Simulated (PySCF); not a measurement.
**Does the structure fit the spectrum?**

A compound C7H12NP gives the data below (simulated from a calculation) and was assigned the structure `CC(C)c1pccn1C`.

13C{1H} NMR (computed): δ 211.7 (C), 114.2 (C), 87.8 (C), 43.4 (CH3, 2C), 26.3 (CH3), 7.0 (CH3).

1H NMR (400 MHz, computed): δ 3.01 (s, 6H), 2.83 (m, 3H), 2.25 (s, 3H).

Calculated, not measured (PySCF): σ from GIAO-PBE0/pcSseg-1, geometry from GFN2-xTB. No solvent model, one computed conformer, non-relativistic, fast rotation and ring inversion assumed for equivalent nuclei.

δ = σ(ref) − σ, references computed at the same level: TMS for 1H (σref 31.72), 13C (σref 186.93).

Problem. Compare with the shifts computed for the proposed structure, pairing carbons in order of shift.

Solution. Numbering as in the mapped SMILES `[CH3:1][CH:2]([CH3:3])[c:4]1[p:5][cH:6][cH:7][n:8]1[CH3:9]` (H(Xn): hydrogen on atom n).

```
atom  computed for proposal  given list  difference
  C4                  188.6       211.7       -23.1
  C6                  134.0       114.2       +19.8
  C7                  132.7        87.8       +44.9
  C9                   37.0        43.4        -6.4
  C2                   33.5        43.4        -9.9
  C1                   32.5        26.3        +6.2
  C3                   32.5         7.0       +25.5
```

The rms difference is 23.2 ppm and the largest +44.9 ppm at C7 (aromatic CH next to a ring nitrogen). The carbon types in order of shift don't match either: C, CH, CH, CH3, CH, CH3, CH3 for the proposal against C, C, C, CH3, CH3, CH3, CH3 in the data. The proposal doesn't fit.

Problem. Which isomer fits?

Solution. `InChI=1S/C7H12NP/c1-5-6-9-7(2)8(3)4/h1-4H3`.

- δC 211.7: carbon double-bonded to a heavier main-group atom.
- δC 114.2, 87.8: alkyne carbon.
- δC 7.0: propargylic methyl carbon; a saturated carbon with 1 carbon neighbour and no heteroatom attached.
- δH 3.01: hydrogen on a methyl carbon bonded to N; its carbon carries N, which withdraws density.

Other isomers checked: Cc1cn(C(C)C)cp1 (rms 30.4 ppm).

This is the structure that produced the data.

Splittings by 31P in the carbon and heteronuclear signals aren't shown, as no couplings were computed. Shifts are as computed. Against solution values, carbons near 30 ppm lie about +3 ppm off and those near 130 ppm about +5 ppm. Of 1211 compounds with measured shifts, 218 miss one by over three times the rms of a fit or turn the order of signals round; such compounds aren't used in these exercises. No couplings were computed; multiplicities are counted from neighbouring protons, with m where these are inequivalent, close in shift, in a saturated or five-membered ring or joined by F or P, and br s for small geminal =CH2 splittings.
